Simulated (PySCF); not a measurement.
States of one metal complex from SC-NEVPT2 in the d shell, PySCF, above the ground state:

```csv
2S+1,degeneracy,energy / cm⁻¹,f (electric dipole)
3,1,0,–
1,2,6906,–
1,1,12266,–
3,3,13766,0
3,3,16843,3.3e-02
1,3,19627,–
1,3,20279,–
3,3,27149,5.7e-03
1,2,30515,–
1,3,32068,–
1,1,38131,–
```

Q: Which of these complexes, all computed at model or optimised geometries, gave the data?
A. [TcF6]- (d2, octahedral)
B. [TcCl4]+ (d2, tetrahedral)
C. [Ni(H2O)6]2+ (d8, octahedral)
D. [Ni(H2O)4]2+ (d8, tetrahedral)

A: B. [TcCl4]+ (d2, tetrahedral) has 3A2, then 1E at 6906, 1A1 at 12266 cm⁻¹ (NEVPT2). The others: [TcF6]- (d2, octahedral) has 3A2g (from 3T1g), then 3Eg (from 3T1g) at 250, 1Eg (from 1T2g) at 8686 cm⁻¹ (NEVPT2); [Ni(H2O)4]2+ (d8, tetrahedral) has 3E (from 3T1), then 3A2 (from 3T1) at 934, 3B2 (from 3T2) at 2138 cm⁻¹ (NEVPT2); [Ni(H2O)6]2+ (d8, octahedral) has 3A2g-like, then 3T2g-like at 9341, 3T2g-like at 9502 cm⁻¹ (NEVPT2).

The d shell alone is too small an active space for [TcCl4]+ (an active orbital has only 0.54 squared overlap with the free ion's shell): its levels, fitted parameters, g values and moments show what this model gives and aren't sound predictions.

The d shell alone is too small an active space for [TcF6]- (an active orbital has only 0.61 squared overlap with the free ion's shell): its levels, fitted parameters, g values and moments show what this model gives and aren't sound predictions.

On [TcCl4]+: The geometry is a model, and the complex may not exist in this form. Charge-transfer states lie outside this active space and may come lower than some of these levels. NEVPT2 on the d shell alone tends to put d–d bands too high for such charged or covalently bound ions.
